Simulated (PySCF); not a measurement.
Ta(O)(F)3 anion (F3OTa), SMILES [O]=[Ta]([F])([F])[F] (connectivity only; charge and spin as stated), charge -1, multiplicity 2.

The structure is a stationary point at B3LYP-D3(BJ)/def2-SVPD. The spin state was assumed, not searched. The isomer is the one that the SMILES or the coordinates give; other isomers of the formula were not compared. The def2 effective core potentials stand for the cores of Ta; spin–orbit coupling is left out.

Computed with M06-2X/def2-SVPD run with PySCF.

Isolated molecule, no solvent.

```json
{
 "total_energy": "-431.58230 hartree",
 "point_group": "Cs",
 "α spin, highest occupied and lowest empty level": "-1.54 and 4.52 eV",
 "β spin, highest occupied and lowest empty level": "-5.71 and 1.73 eV",
 "dipole_moment_about_the_centre_of_nuclear_charge": "1.26 D",
 "mean_static_polarisability": "54.8 bohr³ (8.12 Å³)",
 "polarisability_principal_values": "47.4, 55.9, 61.2 bohr³",
 "⟨S²⟩": "0.753 (pure state 0.75)"
}
```
